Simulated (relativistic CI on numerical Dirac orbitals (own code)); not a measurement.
Cd V: q coefficients and field-shift factors

These numbers are calculated, not measured: Dirac-Coulomb-Breit CI, separate exchange-only KLI orbitals for each configuration, valence Slater integrals scaled by 0.85, P86 correlation energy added to each configuration, derivatives by finite differences, QED left out (own radial code, finite nucleus).

Configurations in the expansion (outside the closed core [Ar] 3d10 4s2): 4p⁶4d⁸, 4p⁶4d⁷5s, 4p⁶4d⁷4f, 4p⁶4d⁷5p, 4p⁵4d⁹, 4p⁶4d⁷5d, 4p⁶4d⁶5s², 4p⁴4d¹⁰. Levels of other configurations are missing.

With x = (α/α₀)² − 1 an excitation energy changes as ω = ω₀ + qx; K = 2q/ω₀ is the relative enhancement. Terms are leading LS components, so labels can repeat. The field-shift factor is F = δν/δ⟨r²⟩ for the transition from the lowest level.

Lowest level 4p⁶4d⁸ ³F4.

| Level | ω₀ (cm⁻¹) | q (cm⁻¹) | K | F (GHz/fm²) |
| --- | --- | --- | --- | --- |
| 4p⁶4d⁸ ³F3 | 5028.5 | 5092 | 2.03 | 0.0722 |
| 4p⁶4d⁸ ³F2 | 6718.7 | 4076 | 1.21 | 0.0789 |
| 4p⁶4d⁸ ³P2 | 13236.9 | 2866 | 0.433 | 0.132 |
| 4p⁶4d⁸ ³P0 | 18098.7 | 3746 | 0.414 | 0.172 |
| 4p⁶4d⁸ ³P1 | 18139.3 | 5011 | 0.553 | 0.188 |
| 4p⁶4d⁸ ¹D2 | 19660.6 | 8096 | 0.824 | 0.207 |
| 4p⁶4d⁸ ¹G4 | 23370.4 | 4154 | 0.356 | 0.154 |
| 4p⁶4d⁸ ¹S0 | 48254.3 | 6303 | 0.261 | 0.255 |
| 4p⁶4d⁷5s ⁵F5 | 152063.7 | -21260 | -0.28 | 14 |
| 4p⁶4d⁷5s ⁵F4 | 155374.1 | -18100 | -0.233 | 14 |
| 4p⁶4d⁷5s ⁵F3 | 157922.5 | -15530 | -0.197 | 14.1 |
| 4p⁶4d⁷5s ⁵F2 | 159539.3 | -14340 | -0.18 | 14.1 |
| 4p⁶4d⁷5s ⁵F1 | 160520.6 | -13700 | -0.171 | 14.1 |

At this charge configurations can still be misplaced by up to about 7 % of their energy.
